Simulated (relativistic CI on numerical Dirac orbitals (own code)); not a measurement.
## One change at a time: Au XLVI

Base calculation: Dirac-Coulomb-Breit CI, orbitals from a KLI potential per configuration, model QED (radiative potential, 1s self-energy scaled to tabulated hydrogen-like ionisation energies), unscaled Slater integrals.

Configuration list (outside the closed core [Ar] 3d10): 4s2 4p4, 4s 4p5, 4s2 4p3 4d, 4p6, 4s 4p4 4d, 4s2 4p3 4f, 4s 4p4 4f, 4p5 4d, 4s 4p3 4d2, 4s2 4p2 4d 4f, 4p5 4f, 4p4 4d 4f, 4s 4p3 4f2, 4s2 4p3 5s, 4p5 5s, 4s2 4p3 5p, 4s 4p3 4d 5s, 4s2 4p2 4f 5s, 4s 4p4 5s, 4s2 4p3 5d, 4s 4p4 5p, 4s2 4p3 5f, 4s2 4p3 5g, 4s 4p4 5d, 4p4 4f 5s, 4s 4p4 5f, 4s2 4p3 6s, 4s2 4p2 4d2, 4s2 4p 4d3, 4s 4p2 4d3, 4s2 4p 4d2 4f, 4s 4p2 4d2 4f, 4s2 4p 4d2 5s, 4p4 4d2, 4p3 4d3, 4p3 4d2 4f, 4p3 4d2 5s, 4s2 4p2 4d 5s, 4s 4p2 4d2 5s, 4s2 4p 4d 4f 5s, 4s 4p2 4d 4f 5s, 4s2 4p 4d 5s2, 4p4 4d 5s, 4p3 4d 4f 5s, 4p3 4d 5s2, 4s2 4p2 5s2, 4s 4p2 4d 5s2, 4s2 4p 4f 5s2, 4s 4p2 4f 5s2. Double excitations out of closed p, d and f shells are left out; levels of such configurations are missing from the list, as are those of other unlisted configurations, and high levels can miss mixing partners. These lack a partner that the ground configuration has and come out too high: 4s2 4p3 5p, 4s2 4p3 5d, 4s 4p4 5p, 4s2 4p3 5f, 4s2 4p3 5g.

Variants: (1) one mean potential for all configurations. Shifts of the energy above 4s2 4p4 3P_2, in eV, for the lowest level and the first level of each name with at least 55 % of one term (blank where a level changes its place among those of its configuration and J or its character, or is not in the variant):

```csv
Level,Base,Δ(1)
4s2 4p4 3P_2,0.000,0.000
4s2 4p4 1S_0,10.139,0.000
4s2 4p4 3P_1,131.488,+0.002
4s2 4p4 1D_2,136.499,+0.002
4s2 4p3 4d 3P°_0,174.068,-0.007
4s 4p5 3P°_2,248.181,+0.029
4s2 4p4 3P_0,272.017,+0.004
4s2 4p3 4d 3G°_5,334.262,-0.012
4s2 4p2 4d2 3P_0,357.663,+0.005
4s 4p5 3P°_0,383.492,+0.028
```

At this charge energies of transitions that change n are usually good to better than 1 %, and those within a shell (Δn = 0) to a few per cent.

Ionisation energy from the two ground configurations alone: base 2383.48 eV. The NIST ASD value (theoretical) is 2383 eV.

LS names give the leading component of a level, which can be under half, so a name can repeat, a term be missing and a line seem to break the LS rules.
